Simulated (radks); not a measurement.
All-electron atom: the tin ion Sn4+ in [Kr] 4d9.5 4f0.5 (fractional occupations, a model configuration). All-electron calculation, scalar-relativistic Kohn-Sham, LDA (Slater exchange, Perdew-Zunger correlation), spin-polarised, spherical densities, point nucleus; open shells are filled with parallel spins first (spin-orbit coupling, left out, can overturn this in heavy ions). Program: a radial shooting solver on a logarithmic mesh with Libxc functionals.

X-ray form factor f0, the Fourier transform of the density (f0(0) = 46):

sin(theta)/lambda (1/angstrom),f0 (electrons)
0.05,45.531
0.1,44.230
0.15,42.326
0.2,40.034
0.25,37.528
0.3,34.959
0.4,30.114
0.5,26.112
0.6,23.063
0.8,19.051
1,16.355
1.25,13.470
1.5,10.903
2,7.355
